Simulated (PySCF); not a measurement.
Species: `COC(=O)c1ccc(F)cc1`. The columns A, B, C and D hold Mulliken, IAO, Hirshfeld and ESP-fitted charges (e) of one PBE0/pcSseg-1 density (PySCF), in a shuffled order. Coordinates in Å (GFN2-xTB); the density's dipole moment is (0.93, -1.39, 0.96) D.

```csv
atom,x,y,z,A,B,C,D
C1,3.363,-0.729,-0.034,-0.213,-0.268,-0.019,-0.034
O2,1.964,-0.702,0.202,-0.342,-0.311,-0.492,-0.093
C3,1.279,0.253,-0.445,+0.511,+0.816,+0.646,+0.203
O4,1.798,1.050,-1.188,-0.474,-0.551,-0.418,-0.256
C5,-0.173,0.214,-0.143,-0.075,-0.322,-0.440,-0.029
C6,-0.997,1.158,-0.753,-0.116,+0.010,+0.067,-0.030
C7,-2.355,1.165,-0.506,-0.193,-0.311,-0.127,-0.062
C8,-2.874,0.216,0.359,+0.310,+0.389,+0.341,+0.100
F9,-4.197,0.214,0.607,-0.264,-0.202,-0.278,-0.080
C10,-2.077,-0.732,0.979,-0.194,-0.289,-0.134,-0.064
C11,-0.719,-0.730,0.723,-0.123,-0.036,+0.081,-0.037
H12,3.819,0.215,0.272,+0.154,+0.141,+0.120,+0.049
H13,3.567,-0.890,-1.094,+0.154,+0.142,+0.120,+0.049
H14,3.754,-1.552,0.560,+0.163,+0.156,+0.126,+0.056
H15,-0.550,1.880,-1.420,+0.180,+0.134,+0.094,+0.056
H16,-3.011,1.886,-0.967,+0.174,+0.187,+0.113,+0.060
H17,-2.525,-1.452,1.646,+0.173,+0.182,+0.112,+0.059
H18,-0.076,-1.457,1.192,+0.176,+0.132,+0.088,+0.051
```

Task: Which column most likely holds the ESP-fitted charges?

Result: B. Σ q r misses the density's dipole by 0.02 D (B), 0.60 D (D), 0.90 D (A), 1.34 D (C). Charges fitted to the outside potential are the only set here that is tied to the molecule's multipoles.

Task: And the Hirshfeld charges?

Result: D. The mean sizes are 0.076 e (D), 0.212 e (C), 0.222 e (A), 0.254 e (B), and Hirshfeld charges are commonly the smallest of these schemes.

As computed, A = IAO, B = ESP-fitted, C = Mulliken, D = Hirshfeld. Hydrogens on carbon: IAO +0.15 to +0.18, ESP-fitted +0.13 to +0.19, Mulliken +0.09 to +0.13, Hirshfeld +0.05 to +0.06 e.

The Mulliken scheme gives each basis function's population to the atom it is centred on and halves the overlap population of two atoms between them. The ESP scheme fits charges at the nuclei, held to the total charge, to the electrostatic potential on points at 1.4 to 2.0 times the van der Waals radii.

One conformer (not necessarily the lowest) at the GFN2-xTB geometry, without solvent, vibrations or thermal averaging.

Shape of the structure used: `[CH3:1][O:2][C:3](=[O:4])[c:5]1[cH:6][cH:7][c:8]([F:9])[cH:10][cH:11]1`: C1–O2–C3–O4 0°, O2–C3–C5–C6 180°.
